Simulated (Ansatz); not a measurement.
```yaml
crystal:
  periodic: [false, false, false]
  atoms:
    - {symbol: B, position_ang: [-0.803614, 0.743458, -0.876682]}
    - {symbol: Ge, position_ang: [0.942853, -0.276940, -0.344677]}
    - {symbol: C, position_ang: [-0.014072, -0.596130, 1.378587]}
    - {symbol: Se, position_ang: [-1.536119, 0.236300, 1.046223]}
    - {symbol: H, position_ang: [-1.518306, 0.219956, -1.690048]}
    - {symbol: H, position_ang: [-0.740651, 1.942831, -0.939680]}
    - {symbol: H, position_ang: [2.276516, 0.431276, -0.008128]}
    - {symbol: H, position_ang: [1.332560, -1.659402, -0.919531]}
    - {symbol: H, position_ang: [0.149532, -1.087749, 2.336835]}
basis:
  gaussian: {orbitals: aug-cc-pVTZ}
hamiltonian: {xc: {name: B97M-V}}
output: {forces: true}
```

```sh
$ ansatz run in.yaml --threads 4 --pin off --events-out ev --progress --plain --max-ram 10444MiB
```

It prints (some lines left out):

```
Functional definition: B97M-V
1622 factors; their error is unknown
mean field evaluation 1: about -123626.6247 eV, gradient 7.3e1 eV
mean field evaluation 2: about -123589.8152 eV, gradient 1.3e2 eV
mean field evaluation 4: about -123640.5685 eV, gradient 2.0e1 eV
mean field evaluation 8: about -123641.8229 eV, gradient 2.9e-1 eV
mean field evaluation 16: about -123641.7983 eV, gradient 7.7e-4 eV
mean field -123641.79834769 eV, -4543.7522818567 hartree, gradient 3.4e-5 eV, S^2 0.000000; 0 other end points of the search recorded, 0 dependent functions left out
reference -123641.79845069 eV, -4543.7522856417 hartree; 41, 41 occupied and 284, 284 virtual orbitals, 1622 factors
Total energy: -123641.79845069 eV, -4543.7522856417 hartree
Atom 0 at    -0.803614     0.743458    -0.876682 Å, force    -0.003404    -0.021487     0.053728 eV/Å
Atom 1 at     0.942853    -0.276940    -0.344677 Å, force    -0.072536     0.025971     0.014274 eV/Å
Atom 2 at    -0.014072    -0.596130     1.378587 Å, force     0.120721    -0.137478     0.191847 eV/Å
Atom 3 at    -1.536119     0.236300     1.046223 Å, force    -0.001748     0.035053    -0.078845 eV/Å
Atom 4 at    -1.518306     0.219956    -1.690048 Å, force     0.024854     0.051166     0.013103 eV/Å
Atom 5 at    -0.740651     1.942831    -0.939680 Å, force    -0.019199    -0.047051    -0.029290 eV/Å
Atom 6 at     2.276516     0.431276    -0.008128 Å, force    -0.007411    -0.016772    -0.013164 eV/Å
Atom 7 at     1.332560    -1.659402    -0.919531 Å, force     0.009482     0.020511     0.002951 eV/Å
Atom 8 at     0.149532    -1.087749     2.336835 Å, force    -0.050759     0.090087    -0.154603 eV/Å
Dipole moment:     0.005280    -0.210816     0.478340 e Å
```

Hardware: 4 threads of an Intel Xeon 6975P-C on a shared host. Wall time 9.5 s, peak host memory 0.74 GiB.
